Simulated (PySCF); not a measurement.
An equivalent PySCF input for Mn⁺ (manganese, charge +1), [Ar] 3d5 4s1, high-spin 7S determinant, with no relativity, point nucleus:

```python
from pyscf import gto, scf, dft, mp, cc
import basis_set_exchange as bse
mol = gto.M(atom="Mn 0 0 0", charge=1, spin=6, symmetry="D2h",
            basis=gto.basis.parse(bse.get_basis("aug-cc-pVQZ", elements=["Mn"], fmt="nwchem")))
mf = dft.UKS(mol, xc="HYB_MGGA_XC_R2SCANH")
mf.irrep_nelec = {'Ag': (6, 3), 'B1g': (1, 0), 'B2g': (1, 0), 'B3g': (1, 0), 'B1u': (2, 2), 'B2u': (2, 2), 'B3u': (2, 2)}
mf.kernel()
```

It reaches the same state as the run whose output follows, with an energy that differs only through the grid. The run itself started from symmetry-adapted Hartree-Fock orbitals and held the occupation by maximum overlap, on a logarithmic radial grid, so the iterations belong to that start.

```
SCF conv_tol = 1e-09
number electrons alpha = 15  beta = 9
XC functionals = HYB_MGGA_XC_R2SCANH
    M. Bursch, H. Neugebauer, S. Ehlert, and S. Grimme.,  J. Chem. Phys. 156, 134105 (2022)
cycle= 1 E= -1150.71281170734  delta_E= -0.00831  |g|= 0.0447  |ddm|= 0.637
cycle= 2 E= -1150.71276354492  delta_E= 4.82e-05  |g|= 0.0539  |ddm|= 0.125
cycle= 3 E= -1150.71330007779  delta_E= -0.000537  |g|= 0.00169  |ddm|= 0.0558
cycle= 4 E= -1150.71330215882  delta_E= -2.08e-06  |g|= 0.000785  |ddm|= 0.0137
cycle= 5 E= -1150.71330229711  delta_E= -1.38e-07  |g|= 2.36e-05  |ddm|= 0.000976
cycle= 6 E= -1150.71330229736  delta_E= -2.58e-10  |g|= 1.64e-06  |ddm|= 7.4e-05
converged SCF energy = -1150.71330229736  <S^2> = 12.000246  2S+1 = 7.0000703
```
